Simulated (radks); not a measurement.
The numbers below are computed, except where a source is named.
Task: Species: Se+. Configuration: [Ar] 3d10 4s2 4p3. Level of theory: scalar-relativistic Kohn-Sham, PBE, spin-polarised, spherical densities, point nucleus; open shells are filled with parallel spins first (a radial shooting solver on a logarithmic mesh with Libxc functionals). Some entries of the table are withheld. Estimate them.

orbital  occ.  eigenvalue (eV)  <1/r> (bohr^-1)
1s up       1        -12515.52            34.56
1s down     1        -12515.35            34.56
2s up       1        -1617.463            7.632
2s down     1        -1617.382            7.632
2p up       3        -1423.922            7.474
2p down     3        -1423.771            7.474
3s up       1        -223.8154            2.488
3s down     1        -223.5969            2.488
3p up       3              (1)            2.335
3p down     3              (2)            2.336
3d up       5         -63.4737            2.029
3d down     5         -63.1210            2.036
4s up       1         -27.8609           0.7543
4s down     1         -25.0611           0.7620
4p up       3         -16.4040              (3)
4p down     0         -13.5880              (4)

Result: 
(1) 3p up eigenvalue (eV): -163.2957
(2) 3p down eigenvalue (eV): -163.0463
(3) 4p up <1/r> (bohr^-1): 0.6198
(4) 4p down <1/r> (bohr^-1): 0.6122
